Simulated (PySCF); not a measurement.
**AlSi2H6O2F**

AlSi2H6O2F is a small molecule, neutral, singlet. The structure, one conformer, was relaxed in the gas phase by PBE0-D3(BJ)/def2-SVP. No frequency run checks that it is a minimum.

SMILES: [F][Al]([O][SiH3])[O][SiH3]

```csv
atom,x (Å),y (Å),z (Å)
Si1,0.967,-1.493,2.418
O2,0.434,-0.307,1.406
Al3,-0.094,0.977,0.468
O4,-0.468,0.816,-1.157
Si5,-0.888,0.785,-2.750
F6,-0.259,2.463,1.174
H7,2.446,-1.649,2.281
H8,0.309,-2.789,2.073
H9,0.642,-1.149,3.835
H10,0.337,0.644,-3.593
H11,-1.794,-0.372,-3.013
H12,-1.593,2.047,-3.125
```

Shieldings: GIAO PBE0/pcSseg-1. Shifts are against computed references at the same level: H TMS (σ 31.27 ppm), Si TMS (σ 352.0 ppm). Core levels by delta-SCF with SCAN, pcX-2 on the ionised atom and pcseg-1 elsewhere, spin-free X2C (2p3/2 is the spin-free 2p value less a third of a first-order spin-orbit splitting); from the vacuum level, for chosen atoms.

(1) Give the NMR and core-level values of the distinct atoms.

(2) By CAM-B3LYP/def2-SVPD (TDDFT singlets, Tamm-Dancoff triplets, ionisation by delta-SCF), where does absorption start, and what does vertical ionisation take?

Answers

(1) 
```tsv
atoms	bonded to	σ (ppm)	δ (ppm)	core level (eV)
Si1	1 O + 3 H	389.7	-37.7	2p3/2 107.66
O2	1 Al + 1 Si	332.5	-	1s 537.97
Al3	1 F + 2 O	503.1	-	2p3/2 81.87
O4	1 Al + 1 Si	332.3	-	1s 537.97
Si5	1 O + 3 H	389.7	-37.7	-
F6	1 Al	379.7	-	1s 691.91
H7 H8 H9	1 Si	26.16	5.11	-
H10 H11 H12	1 Si	26.16	5.11	-
```

Values are those of this one static structure, with the three H of a rotating XH3 group averaged; atoms that internal rotation interchanges would show their mean in an NMR spectrum.

(2) The lowest singlet lies at 6.74 eV (f 0.003), the strongest of the first 6 at 7.09 eV (f 0.006), the lowest triplet at 6.49 eV; vertical ionisation takes 11.04 eV.

The geometry optimisation stopped short of its threshold.
